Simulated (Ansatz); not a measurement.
Ansatz (a program for electronic structure) input (CCSD(T)/cc-pVDZ):

Ansatz 0.2 input:
```yaml
crystal:
  periodic: [false, false, false]
  atoms:
    - {symbol: C, position_ang: [-2.34559600, -0.27619437, -0.02285850]}
    - {symbol: C, position_ang: [-0.94999647, 0.32309270, -0.17299508]}
    - {symbol: C, position_ang: [0.12663797, -0.66730131, 0.25805052]}
    - {symbol: C, position_ang: [1.50817520, -0.25697978, 0.17828890]}
    - {symbol: O, position_ang: [1.81810163, 0.89801147, -0.23974472]}
    - {symbol: H, position_ang: [-2.46419187, -1.16917570, -0.63902647]}
    - {symbol: H, position_ang: [-3.09880755, 0.44516298, -0.33513822]}
    - {symbol: H, position_ang: [-2.55356073, -0.54699360, 1.01375235]}
    - {symbol: H, position_ang: [-0.86094784, 1.23081908, 0.42746847]}
    - {symbol: H, position_ang: [-0.77238734, 0.61426477, -1.21036056]}
    - {symbol: H, position_ang: [-0.00277790, -1.02442117, 1.29764418]}
    - {symbol: H, position_ang: [0.08340140, -1.62439770, -0.29614724]}
    - {symbol: H, position_ang: [2.31226200, -0.93333304, 0.47637792]}
    - {symbol: H, position_ang: [2.77687254, 1.08827918, -0.25952771]}
basis:
  gaussian:
    orbitals: cc-pVDZ
total_charge: 1
magnetization: {spin_polarized: false}
correlation: {method: ccsd_t, electrons: outside_noble_gas}
```

End of the output:

```
integrals: 0.18 GiB planned
1039 factors; integrals over basis functions are off by at most 1.4e-3 eV
0.53 GiB of device memory are held for the factors and their scratch space
mean field: 0.39 GiB planned
mean field evaluation 1: about -6289.1166 eV, gradient 4.8e1 eV
mean field evaluation 2: about -6289.3220 eV, gradient 4.7e1 eV
mean field evaluation 4: about -6294.6201 eV, gradient 4.8e0 eV
mean field evaluation 8: about -6294.6932 eV, gradient 3.4e-1 eV
mean field evaluation 16: about -6294.4207 eV, gradient 4.7e0 eV
mean field -6294.69387214 eV, -231.3257331045 hartree, gradient 8.1e-6 eV, S^2 0.000000; 0 other end points of the search recorded, 0 dependent functions left out
5 core orbitals not correlated
reference -6294.69387214 eV, -231.3257331045 hartree; 15, 15 occupied and 95, 95 virtual orbitals, 1039 factors
second order -19.93923104 eV of doubles, -0.00000000 eV of singles
coupled cluster: 2.85 GiB planned
cycle   1  -20.85527284 eV  change   -9.2e-1 eV  update   1.0e-1
cycle   2  -21.39820289 eV  change   -5.4e-1 eV  update   3.1e-2
cycle   3  -21.53919230 eV  change   -1.4e-1 eV  update   1.9e-2
cycle   4  -21.53392044 eV  change    5.3e-3 eV  update   5.7e-3
cycle   5  -21.53306529 eV  change    8.6e-4 eV  update   2.1e-3
cycle   6  -21.53279593 eV  change    2.7e-4 eV  update   5.9e-4
cycle   7  -21.53246108 eV  change    3.3e-4 eV  update   2.4e-4
cycle   8  -21.53240588 eV  change    5.5e-5 eV  update   8.9e-5
cycle   9  -21.53244110 eV  change   -3.5e-5 eV  update   3.9e-5
cycle  10  -21.53244236 eV  change   -1.3e-6 eV  update   1.5e-5
perturbative correction -0.64367439 eV, -0.0236545974 hartree
Total energy: -6316.86998889 eV, -232.1406903633 hartree
```

It need not be the lowest isomer of its formula.
